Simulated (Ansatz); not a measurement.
CH2NS, SMILES N[C]=S, multiplicity 2.

Coordinates come from a PBE0-D3(BJ)/def2-TZVP optimisation. The isomer is the one that the SMILES or the coordinates give; other isomers of the formula were not compared. Other conformers were not sampled.

Two levels are set side by side: PBE/def2-TZVPD (Ansatz, a first-principles code) and CAM-B3LYP/def2-TZVPD (Ansatz). Energy differences of separate SCF runs at the same geometry; the states with an electron removed or added have multiplicity 1 and 1. Differences are taken from unrounded values.

| quantity | CAM-B3LYP |
|---|---|
| vertical ionisation energy (eV) | 8.14 |
| vertical electron affinity (eV) | 0.39 |

Question: What does PBE give, and how far is it from CAM-B3LYP? (An estimate is asked for; the answer gives what the named calculation found.)

Answer: 
```csv
quantity,PBE,PBE minus CAM-B3LYP
vertical ionisation energy (eV),7.84,-0.30
vertical electron affinity (eV),0.39,0.01
```
